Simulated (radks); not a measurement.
Q: Valence configurations of Nd III (all share [Xe]). Method: Dirac Kohn-Sham, BLYP, spin-unpolarised, spherical densities, point nucleus; open shells are shared between the two j in proportion to 2j + 1; computed with a radial shooting solver on a logarithmic mesh with Libxc functionals. Order these by energy: 4f3 6s0.5 6p0.5; 4f3 6p1; 4f1 5d1 6s1.5 6p0.5; 4f3 6s1; 4f1.5 6p2.5; 4f3 5d1; 4f3.5 6p0.5; 4f4; 4f2 5d1 6p1; 4f1 5d2 6s0.5 6p0.5.

A: From the lowest, in eV above it: 4f4 0.000; 4f3 5d1 2.794; 4f3.5 6p0.5 3.035; 4f3 6s1 3.722; 4f3 6s0.5 6p0.5 5.779; 4f3 6p1 7.856; 4f2 5d1 6p1 16.276; 4f1 5d2 6s0.5 6p0.5 27.891; 4f1 5d1 6s1.5 6p0.5 31.625; 4f1.5 6p2.5 35.237. NIST lists [Xe] 4f4 as the ground configuration; this level of theory agrees among the configurations tried. The energies are those of spherical spin-averaged densities, not of single terms.
